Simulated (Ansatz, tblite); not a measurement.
Removing and adding an electron: Zn9H26Se9. Total charge 0; singlet. Geometry: PBE-D4/def2-SVP. Ansatz, gas phase; energy differences of separate SCF runs; the oxidised species was run as a doublet alone; the reduced species was run as a doublet alone.

Cartesian coordinates in Å:
```
Se 3.460 -0.107 1.136
Zn 3.096 -0.431 -1.299
Se 1.605 -3.640 -0.385
Zn 1.585 1.646 -1.941
Se 0.481 -0.469 -1.053
Zn -0.386 0.535 -3.320
Zn -0.929 -4.108 -0.366
Se -1.773 -2.701 -2.353
Se -2.407 1.523 -2.270
Zn 2.349 -2.026 2.357
Zn 1.423 3.055 2.517
Se 0.872 3.200 0.023
Se 0.801 0.710 3.061
Zn -0.513 0.230 1.000
Se -1.487 -2.281 1.467
Zn -1.461 3.847 0.853
Se -2.567 1.636 1.106
Zn -3.705 -0.346 -1.159
H 4.857 -0.545 1.377
H 3.558 2.376 2.114
H 3.675 -1.519 -2.267
H 1.900 -4.548 -1.557
H 1.803 -4.806 0.530
H 3.189 1.339 -1.804
H 0.689 2.034 -3.258
H -0.255 -0.424 -4.552
H -1.491 -5.541 -0.084
H -1.282 -3.660 -3.413
H -3.063 -3.455 -2.310
H -2.288 3.994 -1.261
H -3.355 1.738 -3.390
H 3.159 -2.723 3.508
H 0.921 -2.269 1.601
H 3.571 3.092 2.440
H 1.460 4.348 3.388
H 1.385 4.576 -0.211
H -0.377 1.125 3.879
H -1.133 -2.938 2.771
H -2.962 -2.431 1.709
H -2.282 4.711 -0.935
H -1.679 5.209 1.581
H -2.594 1.725 2.597
H -2.592 -1.302 -0.442
H -5.259 -0.379 -1.383
```

The xTB rows come from tblite. Single mean-field runs in def2-TZVP are fitted with def2-universal-jkfit. HOMO above LUMO, or a gap near zero within one spin, warns that the state may not be the lowest or that an electron is smeared out. In the singlet geometry the species has come apart into loosely held pieces. In the singlet, H20 and H34 lie 0.79 Å apart, H30 and H40 lie 0.79 Å apart (atoms count from 1), so H2 has formed as a molecule. In the doublet geometry the species has come apart into loosely held pieces.

```csv
level,−HOMO (eV),vertical IE (eV),−LUMO (eV),vertical EA (eV),HOMO–LUMO gap (eV),IE − EA (eV),remarks
PBE-D4/def2-TZVP,5.84,–,2.33,1.00,3.51,–,"HOMO above zero (-1 doublet), gap within one spin near zero (-1 doublet)"
PBE0-D4/def2-TZVP,6.89,8.05,1.54,0.65,5.36,7.40,HOMO above zero (-1 doublet)
```

(1) Estimate the rows for GFN1-xTB, GFN2-xTB.

Answers

(1) 
| level | −HOMO (eV) | vertical IE (eV) | −LUMO (eV) | vertical EA (eV) | HOMO–LUMO gap (eV) | IE − EA (eV) |
| --- | --- | --- | --- | --- | --- | --- |
| GFN1-xTB | 9.21 | 11.02 | 6.17 | 4.57 | 3.04 | 6.44 |
| GFN2-xTB | 10.93 | 12.41 | 7.74 | 6.33 | 3.19 | 6.08 |

Run but left out: PBE-D4/def2-TZVP (charge +1 doublet: an occupied level 0.09 eV above an empty one).   A HOMO above zero means that the electron is unbound at that level or that self-interaction error raises the level; the energy of removing that electron tells which. Raw xTB energy differences between charge states are shifted by several eV; the methods need an empirical correction for them. Sets without diffuse functions give affinities that are too small.
